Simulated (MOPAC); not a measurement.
Input for MOPAC: PM6 on BClH2O (SMILES OBCl), a point of a torsion scan.

```
PM6 1SCF PRECISE CHARGE=0 THREADS=1
BClH2O

O     -0.96426971 1    -0.19384601 1    -0.38538440 1
B      0.18452975 1     0.45758408 1    -0.32185090 1
Cl     0.69736439 1     1.25790048 1     1.12852043 1
H     -1.33299206 1    -0.59679184 1     0.40284306 1
H      0.76895261 1     0.65652388 1    -1.31626388 1
```

Program output:

```
*******************************************************************************
 **                                                                           **
 **                              MOPAC v23.2.5                                **
 **                                                                           **
 *******************************************************************************
 ** MOPAC's Digital Object Identifier: https://doi.org/10.5281/zenodo.6511958 **
 **                                                                           **
 ** Please cite the open-source release paper for use of this MOPAC version:  **
 ** J. E. Moussa and J. J. P. Stewart (2026)                                  **
 ** MOPAC: An open-source semiempirical molecular orbital program             **
 ** J. Open Source Softw., 11(119), 8025, https://doi.org/10.21105/joss.08025 **
 *******************************************************************************

                              PM6 CALCULATION RESULTS

 *******************************************************************************
 *  PM6        - The PM6 Hamiltonian to be used
 *
 *
 *
 *                 CHARGE ON SYSTEM = 0
 *
 *
 *
 *  PRECISE    - TIGHTER CRITERIA TO BE USED
 *  1SCF       - DO 1 SCF AND THEN STOP
 *  THREADS=1  - MULTI-THREADING NOT USED
 *  T=         - A TIME OF 172800.0 SECONDS REQUESTED
 *  DUMP=N     - RESTART FILE WRITTEN EVERY 7200.0 SECONDS REQUESTED
 *******************************************************************************
PM6 1SCF PRECISE CHARGE=0 THREADS=1
 BClH2O

   ATOM   CHEMICAL          X               Y               Z
  NUMBER   SYMBOL      (ANGSTROMS)     (ANGSTROMS)     (ANGSTROMS)

     1       O         -0.96426971  *  -0.19384601  *  -0.38538440  *
     2       B          0.18452975  *   0.45758408  *  -0.32185090  *
     3      Cl          0.69736439  *   1.25790048  *   1.12852043  *
     4       H         -1.33299206  *  -0.59679184  *   0.40284306  *
     5       H          0.76895261  *   0.65652388  *  -1.31626388  *



          CARTESIAN COORDINATES

    NO.       ATOM           X           Y           Z

     1         O         -0.9643     -0.1938     -0.3854
     2         B          0.1845      0.4576     -0.3219
     3        Cl          0.6974      1.2579      1.1285
     4         H         -1.3330     -0.5968      0.4028
     5         H          0.7690      0.6565     -1.3163

 General Reference for PM6:
 "Optimization of Parameters for Semiempirical Methods V: Modification of NDDO Approximations
 and Application to 70 Elements", J. J. P. Stewart, J. Mol. Mod., 13, 1173-1213 (2007)
 URL: https://link.springer.com/article/10.1007/s00894-007-0233-4

           Empirical Formula: H2 O B Cl  =     5 atoms



      MOLECULAR POINT GROUP   :   C1


      RHF CALCULATION, NO. OF DOUBLY OCCUPIED LEVELS = 9


 -------------------------------------------------------------------------------
 PM6 1SCF PRECISE CHARGE=0 THREADS=1
 BClH2O



     1SCF WAS SPECIFIED, SO BFGS WAS NOT USED
     SCF FIELD WAS ACHIEVED


                              PM6 CALCULATION
                                                       MOPAC v23.2.5 Linux




          FINAL HEAT OF FORMATION =       -104.50876 KCAL/MOL =    -437.26467 KJ/MOL


          COSMO AREA              =         86.32 SQUARE ANGSTROMS
          COSMO VOLUME            =         69.00 CUBIC ANGSTROMS

          IONIZATION POTENTIAL    =         11.090610 EV
          HOMO LUMO ENERGIES (EV) =        -11.091  0.152
          NO. OF FILLED LEVELS    =          9
          MOLECULAR WEIGHT        =         64.2782         POINT GROUP:  C1

          MOLECULAR DIMENSIONS (Angstroms)

            Atom       Atom       Distance
            H     5    H     4     2.99070
           Cl     3    O     1     2.51787
            O     1    H     5     0.20945


          SCF CALCULATIONS        =          1





   ATOM   CHEMICAL          X               Y               Z
  NUMBER   SYMBOL      (ANGSTROMS)     (ANGSTROMS)     (ANGSTROMS)

     1       O         -0.96426971  *  -0.19384601  *  -0.38538440  *
     2       B          0.18452975  *   0.45758408  *  -0.32185090  *
     3      Cl          0.69736439  *   1.25790048  *   1.12852043  *
     4       H         -1.33299206  *  -0.59679184  *   0.40284306  *
     5       H          0.76895261  *   0.65652388  *  -1.31626388  *

                             CARTESIAN COORDINATES

   1    O       -0.964269710    -0.193846010    -0.385384400
   2    B        0.184529750     0.457584080    -0.321850900
   3   Cl        0.697364390     1.257900480     1.128520430
   4    H       -1.332992060    -0.596791840     0.402843060
   5    H        0.768952610     0.656523880    -1.316263880


           Empirical Formula: H2 O B Cl  =     5 atoms



      MOLECULAR POINT GROUP   :   C1


                  EIGENVALUES
 -31.56809 -26.47490 -21.16762 -17.30809 -14.98395 -14.67460 -12.19413 -11.63006
 -11.09061   0.15158   0.70363   2.53652   4.69736   5.02704  89.33856  89.44033
  89.49310  89.90154  89.90339


              NET ATOMIC CHARGES AND DIPOLE CONTRIBUTIONS

  ATOM NO.   TYPE          CHARGE      No. of ELECS.   s-Pop       p-Pop       d-Pop
    1          O          -0.472215        6.4722     1.68565     4.78657
    2          B           0.254695        2.7453     1.02844     1.71687
    3         Cl          -0.216359        7.2164     1.99177     5.22142     0.00317
    4          H           0.345209        0.6548     0.65479
    5          H           0.088670        0.9113     0.91133
 DIPOLE           X         Y         Z       TOTAL
 POINT-CHG.    -0.195    -1.018    -0.585     1.190
 HYBRID        -0.446    -0.292     0.778     0.944
 SUM           -0.641    -1.309     0.193     1.471


          ATOMIC ORBITAL ELECTRON POPULATIONS

     Atom    s        px        py        pz      x^2-y^2     xz        z^2       yz        xy
    1  O   1.68565   1.53699   1.67391   1.57566
    2  B   1.02844   0.56601   0.41847   0.73239
    3 Cl   1.99177   1.89566   1.77091   1.55484   0.00021   0.00072   0.00095   0.00076   0.00054
    4  H   0.65479
    5  H   0.91133

 **********************
 *                    *
 * JOB ENDED NORMALLY *
 *                    *
 **********************




 == MOPAC DONE ==
```

The run finished.

Cost: around 0.020 core-seconds (rough).
